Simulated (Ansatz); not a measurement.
Cost and result up the ladder for Sn3Me8 (C₈H₂₄Sn₃) (35 atoms). Total charge 0; singlet. Geometry: PBE-D4/def2-SVP.

```xyz
35

Sn   -0.2942   -0.2682   -2.3091
C    -1.8451   -1.0389   -3.6472
C     0.3102    1.7000   -3.0453
C     1.4401   -1.5892   -2.4779
Sn   -1.1577   -0.1101    0.3639
C    -2.6464    1.4851    0.5965
C    -2.1691   -1.9716    0.9367
Sn    1.0323    0.3483    2.0736
C     0.9250   -0.8740    3.8846
C     2.8998   -0.1478    1.0474
C     1.1598    2.4443    2.6829
H    -1.4399   -1.1198   -4.6756
H    -2.1760   -2.0411   -3.3117
H    -2.7179   -0.3576   -3.6562
H     1.1358    2.1032   -2.4269
H    -0.5428    2.4048   -3.0063
H     0.6572    1.6141   -4.0942
H     1.7855   -1.6142   -3.5309
H     2.2638   -1.2213   -1.8359
H     1.1725   -2.6172   -2.1642
H    -3.5127    1.2888   -0.0649
H    -2.9948    1.5198    1.6472
H    -2.2032    2.4640    0.3312
H    -1.4781   -2.8310    0.8411
H    -3.0454   -2.1381    0.2802
H    -2.5120   -1.9004    1.9873
H     0.8735   -1.9475    3.6188
H     0.0257   -0.6086    4.4735
H     1.8262   -0.6995    4.5053
H     2.9048   -1.2157    0.7547
H     3.0076    0.4721    0.1357
H     3.7621    0.0456    1.7165
H     2.0317    2.5837    3.3524
H     1.2817    3.0945    1.7949
H     0.2403    2.7440    3.2218
```

Ansatz on 4 threads of Arm Neoverse V2 on a shared host. Times are rough, and most runs start from the orbitals of an earlier one. PBE0-D4/def2-SVP serves as the yardstick here, not as an exact answer. Differences are given only for rows in sets of like size (and for xTB, whose basis is part of the method), since another set adds its own error. Binding counts from free atoms at the same level (Sn triplet, C triplet, H doublet; other spins of the atoms weren't run), without zero-point energy or a counterpoise term.

In the def2 sets Sn takes a core potential, while STO-3G treats all electrons; there is no spin–orbit coupling. Correlated methods freeze 20 core orbitals; core or outer-core shells of Sn are correlated, in sets that lack core-valence functions.

Correlated methods converge slowly with the basis, most of all in double-zeta sets.

```tsv
level	functions	wall time	binding energy per atom (eV)	difference from PBE0-D4/def2-SVP (eV)
HF/STO-3G	145	5.5 s	3.85	–
PBE-D4/def2-SVP (with forces)	310	11 s	3.74	0.03
r2SCAN-D4/def2-SVP	310	18 s	3.70	-0.01
PBE0-D4/def2-SVP	310	22 s	3.71	0.00
MP2/def2-SVP	310	26 s	3.53	-0.19
```
